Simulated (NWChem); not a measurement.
C$_{2}$H$_{3}$ClF$_{2}$; SMILES C(C(F)F)Cl

```xyz
8

F     -1.3102    -1.0299     0.0745
C     -0.0152    -0.8625    -0.3083
F      0.6782    -1.9987     0.0159
C      0.6192     0.2981     0.4420
Cl    -0.1317     1.8559    -0.0152
H      0.0144    -0.7244    -1.4139
H      0.4871     0.1382     1.5298
H      1.6992     0.3429     0.2057
```
Atoms are numbered in this order, from 1.

Results from NWChem. Structure relaxed at the PBE-D3(BJ)/def2-SVP level. B3LYP is NWChem's, with the RPA form of VWN correlation. Atomic charges in e: unrestrained fits to the electrostatic potential beside Mulliken populations; buried atoms are poorly determined by the fit.

Task: Estimate the computed values for B3LYP/def2-SVP. Quantities: ESP F1; Mulliken F1; ESP C2; Mulliken C2; ESP F3; Mulliken F3; ESP C4; Mulliken C4; ESP Cl5; Mulliken Cl5; relative RMS misfit of the potential (%).

Result: 
| Property | Result |
|---|---|
| ESP F1 | -0.27 |
| Mulliken F1 | -0.22 |
| ESP C2 | 0.63 |
| Mulliken C2 | 0.44 |
| ESP F3 | -0.29 |
| Mulliken F3 | -0.23 |
| ESP C4 | -0.12 |
| Mulliken C4 | -0.01 |
| ESP Cl5 | -0.15 |
| Mulliken Cl5 | -0.15 |
| relative RMS misfit of the potential (%) | 27 |
